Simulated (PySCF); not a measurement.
Excitations are Tamm–Dancoff values on a coarser integration grid. The basis has no diffuse functions, so Rydberg states are missing or too high.

Cartesian coordinates (Å):
SMILES: FB(F)Br
```xyz
4

F     -1.0423    -0.9199    -0.3568
B     -0.1408     0.0327    -0.4199
F     -0.5192     1.2826    -0.2831
Br     1.7023    -0.3954    -0.7078
```
Charge 0, spin multiplicity 1.

Give the HOMO–LUMO gap, S1 excitation (TDA), S1–T1 gap (TDA), T1 excitation (TDA) and LUMO at the level ωB97X-D3(BJ)/def2-TZVP // B3LYP-D3(BJ)/def2-TZVP (PySCF).


```json
{
  "HOMO–LUMO gap": "13.38 eV",
  "S1 excitation (TDA)": "7.39 eV",
  "S1–T1 gap (TDA)": "0.15 eV",
  "T1 excitation (TDA)": "7.24 eV",
  "LUMO": "1.83 eV"
}
```
